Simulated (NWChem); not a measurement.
System: water (H$_{2}$O); SMILES O

The following NWChem deck was run.

```
start job
memory heap 200 mb stack 700 mb global 900 mb
geometry units angstroms noautosym nocenter noautoz
  O      0.000000     0.000000     0.132618
  H      0.762618     0.000000    -0.464642
  H     -0.762618     0.000000    -0.464642
end
basis spherical
  * library pcsseg-1
end
dft
  xc slater vwn_5
  iterations 150
end
property
  shielding 2 1 2
end
task dft property
```

Output (shortened):

```
             Northwest Computational Chemistry Package (NWChem) 7.3.0
             --------------------------------------------------------

                             Geometry "geometry" -> ""
                             -------------------------

 Output coordinates in angstroms (scale by  1.889725989 to convert to a.u.)

  No.       Tag          Charge          X              Y              Z
 ---- ---------------- ---------- -------------- -------------- --------------
    1 O                    8.0000     0.00000000     0.00000000     0.13261800
    2 H                    1.0000     0.76261800     0.00000000    -0.46464200
    3 H                    1.0000    -0.76261800     0.00000000    -0.46464200

 Effective nuclear repulsion energy (a.u.)       9.0877031316

                              NWChem Property Module
                              ----------------------

  itol2e modified to match energy
  convergence criterion.

                                 NWChem DFT Module
                                 -----------------

 Summary of "ao basis" -> "ao basis" (spherical)
 ------------------------------------------------------------------------------
       Tag                 Description            Shells   Functions and Types
 ---------------- ------------------------------  ------  ---------------------
 O                          pcsseg-1                 7       17   3s3p1d
 H                          pcsseg-1                 3        5   2s1p

  itol2e modified to match energy
  convergence criterion.

            General Information
            -------------------
          SCF calculation type: DFT
          Wavefunction type:  closed shell.
          No. of atoms     :     3
          No. of electrons :    10
           Alpha electrons :     5
            Beta electrons :     5
          Charge           :     0
          Spin multiplicity:     1
          Use of symmetry is: off; symmetry adaption is: off
          Maximum number of iterations: 150
          AO basis - number of functions:    27
                     number of shells:    13
          Convergence on energy requested:  1.00D-07
          Convergence on density requested:  1.00D-05
          Convergence on gradient requested:  5.00D-04

              XC Information
              --------------
                        Slater Exchange Functional  1.000 local
                      VWN V Correlation Functional  1.000 local

             Grid Information
             ----------------
          Grid used for XC integration:  fine
          Radial quadrature: Mura-Knowles
          Angular quadrature: Lebedev.
          Tag              B.-S. Rad. Rad. Pts. Rad. Cut. Ang. Pts.
          ---              ---------- --------- --------- ---------
          O                   0.60       70           6.0       590
          H                   0.35       60           7.0       590
          Grid pruning is: on
          Number of quadrature shells:   190
          Spatial weights used:  Erf1

      Superposition of Atomic Density Guess
      -------------------------------------

 Sum of atomic energies:         -75.74386557

      Non-variational initial energy
      ------------------------------

 Total energy =     -75.873036
 1-e energy   =    -121.450127
 2-e energy   =      36.489388
 HOMO         =      -0.480412
 LUMO         =       0.066298

[...]

          -----------------------------------------
          Chemical Shielding Tensors (GIAO, in ppm)
          -----------------------------------------

                                NWChem CPHF Module
                                ------------------

  scftype          =     RHF
  nclosed          =        5
  nopen            =        0
  variables        =      110
  # of vectors     =        3
  tolerance        = 0.10D-03
  level shift      = 0.00D+00
  max iterations   =       50
  max subspace     =       30

 SCF residual:    4.4978895021036895E-007

Iterative solution of linear equations
  No. of variables      110
  No. of equations        3
  Maximum subspace       30
        Iterations       50
       Convergence  1.0D-04

   iter   nsub   residual    time
   ----  ------  --------  ---------
     1      3    5.00D-08       1.3

      Atom:    1  O
        Diamagnetic
    397.6837      0.0000      0.0000
      0.0000    369.3790     -0.0000
      0.0000     -0.0000    385.5983

        Paramagnetic
    -43.0857      0.0000      0.0000
      0.0000    -50.6508     -0.0000
      0.0000     -0.0000    -40.9012

        Total Shielding Tensor
    354.5980      0.0000      0.0000
      0.0000    318.7282     -0.0000
      0.0000     -0.0000    344.6971

           isotropic =     339.3411
          anisotropy =      22.8854

          Principal Components and Axis System
                 1           2           3
              354.5980    344.6971    318.7282

      1         1.0000     -0.0000     -0.0000
      2         0.0000     -0.0000      1.0000
      3         0.0000      1.0000      0.0000

      Atom:    2  H
        Diamagnetic
     37.2566      0.0000     -8.1982
      0.0000     22.4299     -0.0000
     -8.1982     -0.0000     30.1670

        Paramagnetic
      0.7958     -0.0000     -0.1030
     -0.0000      0.8858      0.0000
     -0.1030      0.0000      0.0178

        Total Shielding Tensor
     38.0524     -0.0000     -8.3012
     -0.0000     23.3157      0.0000
     -8.3012      0.0000     30.1848

           isotropic =      30.5176
          anisotropy =      19.1806

          Principal Components and Axis System
                 1           2           3
               43.3047     24.9325     23.3157

      1         0.8451      0.5347      0.0000
      2        -0.0000     -0.0000      1.0000
      3        -0.5347      0.8451      0.0000
```

Level: LDA (Slater exchange, VWN5)/pcSseg-1, GIAO. Coordinates come from a B3LYP/6-31G* (spherical d) optimisation. No frequency run checked for a minimum. The printed shielding anisotropy is the first printed principal value minus the mean of the other two.
